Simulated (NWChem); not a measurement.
Two isomers of C3H7FSi, each optimised at PBE0/def2-SVP with NWChem. Flexible species stand in one conformer each, which need not be the lowest. One or both are not confirmed as a minimum by frequencies.

A: C[SiH2]/C=C\F
B: F/C=C(\[SiH3])C

Which is lower in energy, by how much, and how do their other properties compare?

A is lower by 7.4 kcal/mol in electronic energy.
```csv
,A,B
highest occupied level (eV),-7.53,-7.27
orbital gap (eV),7.36,7.17
dipole (D),1.80,1.74
```
